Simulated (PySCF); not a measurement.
**Electron correlation in Mn (manganese, neutral)**

[Ar] 3d5 4s2, high-spin 6S determinant. All numbers are calculated (PySCF 2.14, the non-relativistic Hamiltonian (point nucleus), in def2-TZVPPD (6s6p4d2f1g, 67 functions)). Frozen: [Ne]; 15 electrons correlated.

```csv
level,correlation energy (mhartree)
CCSD,-449.74
(T),-11.94
CCSD(T),-461.68
```

Diagnostics: T1 = 0.018, D1 = 0.0775, largest double amplitude 0.073.

Cost of the coupled-cluster step: of the order of 30 core-seconds, for 15 correlated electrons.

This basis was not built for core-valence correlation, so the inner-shell part is incomplete.
